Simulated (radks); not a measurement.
Results of a calculation; reference values are marked as such.
Kr+, configuration [Ar] 3d10 4s2 4p5.

Level of theory: scalar-relativistic Kohn-Sham, r2SCAN, spin-polarised, spherical densities, finite nucleus; open shells are filled with parallel spins first; meta-GGA in the generalised Kohn-Sham scheme; Fermi nuclear charge, rms radius 4.1884 fm (a radial shooting solver on a logarithmic mesh with Libxc functionals).

Energy parts (hartree):
| part | energy |
|---|---|
| total | -2790.19793 |
| kinetic | 2854.13204 |
| electron-nucleus | -6714.98849 |
| Hartree | 1167.18605 |
| exchange-correlation | -96.52753 |

Orbitals (lengths in bohr, moments of r in powers of bohr; r(90%) holds 90 % of the orbital's charge):
orbital  occ.  eigenvalue (hartree)  r(90%)   <1/r>      <r>
1s up       1             -522.0833  0.0742   36.76  0.04149
1s down     1             -522.0789  0.0742   36.76  0.04149
2s up       1             -69.49549   0.283   8.180   0.1833
2s down     1             -69.49461   0.283   8.180   0.1833
2p up       3             -61.41645   0.261   7.984   0.1601
2p down     3             -61.41313   0.261   7.984   0.1601
3s up       1             -10.38056   0.786   2.707   0.5290
3s down     1             -10.37678   0.786   2.706   0.5291
3p up       3              -7.77714   0.822   2.549   0.5398
3p down     3              -7.77253   0.822   2.549   0.5397
3d up       5              -3.48658   0.909   2.270   0.5556
3d down     5              -3.48051   0.907   2.272   0.5548
4s up       1              -1.30322    2.28  0.8604    1.544
4s down     1              -1.26044    2.29  0.8591    1.548
4p up       3              -0.75238    2.74  0.7231    1.815
4p down     2              -0.71237    2.77  0.7188    1.829

The highest occupied level is 4p down at -19.384 eV. The electron density at the nucleus is 5.01e+04 e/bohr^3 (large components only). Spin moment in Bohr magnetons: 1. The spin density at the nucleus is 0.1728 e/bohr^3 (1s -0.2391, 2s 0.1239, 3s 0.2543, 4s 0.0337).
